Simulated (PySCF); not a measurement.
## Electric field gradients and quadrupole coupling constants

Species: C8H14O.
Geometry (GFN2-xTB, Å), atoms numbered from 1 in this order:
```
atom  x, y, z in Å
C1    -1.559    1.104   -0.653
C2    -0.879   -0.189   -0.182
C3    -1.637   -0.735    1.031
C4    -0.923   -1.230   -1.309
C5     0.552    0.105    0.178
C6     1.166    0.005    1.348
C7     2.598    0.419    1.224
O8     2.764    0.801   -0.132
C9     1.552    0.599   -0.838
H10   -1.486    1.872    0.113
H11   -1.097    1.478   -1.564
H12   -2.611    0.918   -0.856
H13   -1.646   -0.005    1.837
H14   -1.175   -1.650    1.394
H15   -2.666   -0.955    0.757
H16   -0.386   -2.129   -1.015
H17   -1.954   -1.500   -1.525
H18   -0.474   -0.838   -2.218
H19    0.765   -0.318    2.289
H20    2.844    1.269    1.875
H21    3.286   -0.405    1.466
H22    1.244    1.546   -1.299
H23    1.718   -0.136   -1.638
```

Field gradients from the PBE0/pcSseg-1 density (PySCF, non-relativistic), principal values in atomic units, ordered |Vxx| ≤ |Vyy| ≤ |Vzz|:

```csv
atom,Vxx,Vyy,Vzz
O8,0.0215,2.1178,-2.1393
```

Problem. Find the asymmetry η = (Vxx − Vyy)/Vzz and the couplings χ = eQV/h (234.96 MHz × Q in barn × V in au), with Q(17O) = −0.0256 b.

Solution. 
| atom | environment | nucleus | η | χzz (MHz) | χxx (MHz) | χyy (MHz) |
| --- | --- | --- | --- | --- | --- | --- |
| O8 | cyclic ether oxygen | 17O | 0.98 | 12.87 | -0.13 | -12.74 |

At O8 η is above 0.9: Vyy and Vzz are nearly equal in size and opposite in sign, so a small change could swap them and flip the sign of χzz. The tensor is traceless: Vxx + Vyy + Vzz = 0.

Problem. What is Vzz at O8 in SI units (1 au = 9.71736 × 10²¹ V/m²)?

Solution. -2.1393 au = -20.788 × 10²¹ V/m².

Problem. And the gradient at the other heavy atoms, for which no coupling is worked out here?

Solution. 
```
atom                      environment  Vzz (au)     η
  C1                    methyl carbon     0.064  0.14
  C2                   allylic carbon     0.031  0.90
  C3                    methyl carbon     0.055  0.05
  C4                    methyl carbon     0.062  0.11
  C5  fully substituted alkene carbon     0.282  0.57
  C6                 alkene CH carbon     0.232  0.60
  C7       sp3 carbon bound to oxygen     0.368  0.05
  C9       sp3 carbon bound to oxygen     0.364  0.08
```

Problem. What couplings would deuterons (Q(2H) = 0.00286 b) have in place of the hydrogens, at this geometry?

Solution. 
```tsv
atom	bonded to	bond length (Å)	Vzz (au)	η	χzz (kHz)
H10	C1	1.088	0.3142	0.02	211
H11	C1	1.087	0.3162	0.02	212
H12	C1	1.088	0.3155	0.02	212
H13	C3	1.087	0.3159	0.01	212
H14	C3	1.087	0.3156	0.01	212
H15	C3	1.088	0.3152	0.02	212
H16	C4	1.088	0.3143	0.01	211
H17	C4	1.088	0.3153	0.02	212
H18	C4	1.087	0.3163	0.02	213
H19	C6	1.073	0.3456	0.05	232
H20	C7	1.099	0.2863	0.06	192
H21	C7	1.100	0.2843	0.06	191
H22	C9	1.098	0.2884	0.06	194
H23	C9	1.099	0.2864	0.06	192
```

Isolated species at its GFN2-xTB geometry, gas phase. GFN2-xTB bond lengths can be off by several hundredths of an ångström, more for odd bonds, and the gradients follow them. With so small a basis the couplings can be 20 % off.
